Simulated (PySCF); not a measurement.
C3H9O (SMILES CC[OH+]C), charge +1, singlet, at a GFN2-xTB geometry, with bond 7-3 at 1.6 times its length; PySCF with BLYP/6-31G*.

Input for PySCF:
```python
from pyscf import gto, scf, dft

mol = gto.M(
    atom='''
O     0.05586026   -0.68329506    0.10783272
C    -0.01267142    0.78735284    0.04115579
C     1.38355249   -1.24026318   -0.03569941
C    -1.46605047    1.19333821   -0.02607106
H     0.46194579    1.14755225    0.95586541
H     0.54921487    1.13949274   -0.82841198
H     1.25639441   -2.97328374    0.09365470
H     1.83952611   -0.96559385   -0.98766160
H     1.99255470   -0.86591714    0.78630868
H    -1.93476522    0.85317512   -0.94730704
H    -2.01811662    0.80424113    0.82553218
H    -1.53452893    2.27727882   -0.00067742
H    -0.53577495   -1.04303488   -0.58776898
''',
    basis='6-31g*',
    charge=1,
    verbose=4,
)

mf = dft.RKS(mol)
mf.xc = 'blyp'
mf.init_guess = 'huckel'
mf.kernel()
mf.analyze()
```

Predict the main parts of the log of this PySCF run.


```
PySCF version 2.14.0

[INPUT] verbose = 4
[INPUT] num. atoms = 13
[INPUT] num. electrons = 34
[INPUT] charge = 1
[INPUT] spin (= nelec alpha-beta = 2S) = 0
[INPUT] symmetry False subgroup None
[INPUT] Mole.unit = angstrom
[INPUT] Symbol           X                Y                Z      unit          X                Y                Z       unit  Magmom
[...]
nuclear repulsion = 139.880945762326
number of shells = 42
number of NR pGTOs = 144
number of NR cGTOs = 74
basis = 6-31g*
ecp = {}

******** <class 'pyscf.dft.rks.RKS'> ********
method = RKS
initial guess = huckel
damping factor = 0
level_shift factor = 0
DIIS = <class 'pyscf.scf.diis.CDIIS'>
diis_start_cycle = 1
diis_space = 8
diis_damp = 0
SCF conv_tol = 1e-09
SCF conv_tol_grad = None
SCF max_cycles = 50
direct_scf = True
direct_scf_tol = 1e-13
XC library pyscf.dft.libxc version 7.1.2
    S. Lehtola, C. Steigemann, M. J. T. Oliveira, and M. A. L. Marques,  SoftwareX 7, 1–5 (2018)
XC functionals = blyp
    A. D. Becke,  Phys. Rev. A 38, 3098 (1988)
    C. Lee, W. Yang, and R. G. Parr,  Phys. Rev. B 37, 785 (1988)
    B. Miehlich, A. Savin, H. Stoll, and H. Preuss,  Chem. Phys. Lett. 157, 200 (1989)
radial grids:
    Treutler-Ahlrichs [JCP 102, 346 (1995); DOI:10.1063/1.469408] (M4) radial grids

becke partition: Becke, JCP 88, 2547 (1988); DOI:10.1063/1.454033
pruning grids: <function nwchem_prune>
grids dens level: 3
symmetrized grids: False
atomic radii adjust function: <function treutler_atomic_radii_adjust>
small_rho_cutoff = 0
Set gradient conv threshold to 3.16228e-05
Initial guess from on-the-fly Huckel, doi:10.1021/acs.jctc.8b01089.
Spherically averaged atomic HF for {'H', 'C', 'O'}

******** <class 'pyscf.scf.atom_hf.AtomSphAverageRHF'> ********
method = AtomSphAverageRHF
initial guess = minao
damping factor = 0
level_shift factor = 0
DIIS = <class 'pyscf.scf.diis.CDIIS'>
diis_start_cycle = 1
diis_space = 8
diis_damp = 0
SCF conv_tol = 1e-09
SCF conv_tol_grad = None
SCF max_cycles = 50
direct_scf = True
direct_scf_tol = 1e-13
atom = O
Set gradient conv threshold to 3.16228e-05
Initial guess from minao.
init E= -74.2476276424159
cycle= 1 E= -74.2594338864765  delta_E= -0.0118  |g|=    0  |ddm|= 0.116
cycle= 2 E= -74.2598210623337  delta_E= -0.000387  |g|=    0  |ddm|= 0.0449
cycle= 3 E= -74.2598913000013  delta_E= -7.02e-05  |g|=    0  |ddm|= 0.0122
cycle= 4 E= -74.2598924085094  delta_E= -1.11e-06  |g|=    0  |ddm|= 0.00225
[...]

******** 1 electron system ********
Atomic HF for atom  H  converged. SCF energy = -0.49823291072907

[...]
tot grids = 144712
init E= -191.627145905844
[...]
cycle= 1 E= -190.87636082307  delta_E= 0.751  |g|= 3.56  |ddm|= 5.15
[...]
cycle= 2 E= -186.933184061003  delta_E= 3.94  |g|= 3.97  |ddm|= 8.94
[...]
cycle= 3 E= -193.944005895998  delta_E= -7.01  |g|= 1.49  |ddm|= 8.22
[...]
cycle= 4 E= -194.248456534623  delta_E= -0.304  |g|= 0.853  |ddm|= 1.57
[...]
cycle= 5 E= -194.436406453873  delta_E= -0.188  |g|= 0.297  |ddm|= 0.971
[...]
cycle= 6 E= -194.460596813174  delta_E= -0.0242  |g|= 0.104  |ddm|= 0.392
[...]
cycle= 7 E= -194.465046760422  delta_E= -0.00445  |g|= 0.0239  |ddm|= 0.124
[...]
cycle= 8 E= -194.465124602122  delta_E= -7.78e-05  |g|= 0.0161  |ddm|= 0.0293
[...]
cycle= 9 E= -194.465192294651  delta_E= -6.77e-05  |g|= 0.0028  |ddm|= 0.0121
[...]
cycle= 10 E= -194.465194970164  delta_E= -2.68e-06  |g|= 0.000399  |ddm|= 0.00322
[...]
cycle= 11 E= -194.465195005777  delta_E= -3.56e-08  |g|= 0.000162  |ddm|= 0.000479
[...]
cycle= 12 E= -194.465195012764  delta_E= -6.99e-09  |g|= 3.99e-05  |ddm|= 0.000151
[...]
cycle= 13 E= -194.465195013286  delta_E= -5.22e-10  |g|= 6.37e-06  |ddm|= 4.25e-05
[...]
Extra cycle  E= -194.465195013284  delta_E= 1.99e-12  |g|= 7.31e-06  |ddm|= 1.48e-05
converged SCF energy = -194.465195013284
**** SCF Summaries ****
Total Energy =                        -194.465195013283733
Nuclear Repulsion Energy =             139.880945762326121
One-electron Energy =                 -531.305800277767275
Two-electron Energy =                  196.959659502157422
Two-electron Coulomb Energy =          224.701611041402487
DFT Exchange-Correlation Energy =      -27.741951539245079
HOMO-LUMO gap [eV] =                     5.953518170254972
**** MO energy ****
[...]
 ** Mulliken pop on meta-lowdin orthogonal AOs  **
 ** Mulliken pop  **
 ** Mulliken atomic charges  **
charge of    0O =     -0.14602
charge of    1C =      0.00911
charge of    2C =     -0.08509
charge of    3C =     -0.31398
charge of    4H =      0.15394
charge of    5H =      0.13676
charge of    6H =      0.11335
charge of    7H =      0.15214
charge of    8H =      0.16621
charge of    9H =      0.12348
charge of   10H =      0.13827
charge of   11H =      0.16160
charge of   12H =      0.39024

WARN: System has nonzero charge 1; the dipole moment is origin-dependent.
Location of origin: [0. 0. 0.]

Dipole moment(X, Y, Z, Debye):  0.87797, -1.35253, -1.05913
```
